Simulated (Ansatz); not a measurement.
Cartesian coordinates (Å):
SMILES: O=CC=B
```xyz
7

B      1.4636    -0.1265     0.3846
C      0.1386    -0.4399     0.0887
C     -1.0523     0.3895     0.3338
O     -2.1909     0.0526     0.0485
H      2.5814     0.1527     0.6411
H     -0.0809    -1.4076    -0.3814
H     -0.8596     1.3791     0.8109
```
Charge 0, spin multiplicity 1.

The numbers are results of frozen-core CCSD(T)/cc-pVTZ // PBE-D3(BJ)/def2-TZVP in Ansatz (a program for electronic structure), not measurements.

```yaml
HF energy: -177.01528 Ha
MP2 correlation energy: -0.63322 Ha
```

Estimate the CCSD correlation energy, the (T) correction, the total energy and the T1 diagnostic.


| Item | Value |
|---|---|
| CCSD correlation energy | -0.65399 Ha |
| (T) correction | -0.03115 Ha |
| CCSD(T) total energy | -177.70042 Ha |
| T1 diagnostic | 0.018 |
